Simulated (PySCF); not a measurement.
Computed IR spectrum (relative IR intensity) of a molecule C₄H₇BO. The structure is a stationary point at PBE-D3(BJ)/def2-SVP. Other conformers were not sampled. Computed with PBE-D3(BJ)/def2-SVP in PySCF. Harmonic, unscaled wavenumbers; measured fundamentals usually lie a few per cent lower.

| ν (cm⁻¹) | relative intensity |
|---|---|
| 317 | 3.5 |
| 391 | 4.8 |
| 523 | 2.3 |
| 628 | 17 |
| 652 | 28 |
| 790 | 25 |
| 889 | 8.5 |
| 988 | 21 |
| 1135 | 6.7 |
| 1223 | 52 |
| 1286 | 100 |
| 1359 | 36 |
| 1388 | 2.7 |
| 1421 | 34 |
| 2145 | 11 |
| 2963 | 3.7 |
| 3041 | 2.9 |
| 3084 | 4.4 |
| 3405 | 36 |
| 3528 | 65 |

**Question.** Which structure fits?
A. C=CB1COC1
B. C#CCB(C)O
C. C=C1COB1C
D. CC#CB(C)O

**Answer.** B, C#CCB(C)O
